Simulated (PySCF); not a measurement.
Computed shifts of a molecule C₄H₃FO₂, PySCF with KT2/pcSseg-1, GIAO, gas phase, equivalent atoms averaged, in ppm (number of nuclei): ¹³C: 184.2 (1), 182.4 (1), 78.5 (1), 78.1 (1). ¹⁹F: -103.6 (1). ¹H: 5.12 (1), 4.66 (2). References: ¹⁷O against H2O (σ = 330.4 ppm); ¹³C against TMS (σ = 185.1 ppm); ¹⁹F against CFCl3 (σ = 127.1 ppm); ¹H against TMS (σ = 31.47 ppm), references at their B3LYP-D3(BJ)/def2-TZVP geometries, non-relativistic. Geometry optimised at PBE0-D3(BJ)/def2-SVP. One conformer was computed; it need not be the lowest.

Q: Which molecule gave these data?
A) FC=C1OC=CO1
B) O=C1C=C(F)OC1
C) O=C[C@H]1C=C(F)O1
D) Oc1occc1F

A: B, O=C1C=C(F)OC1
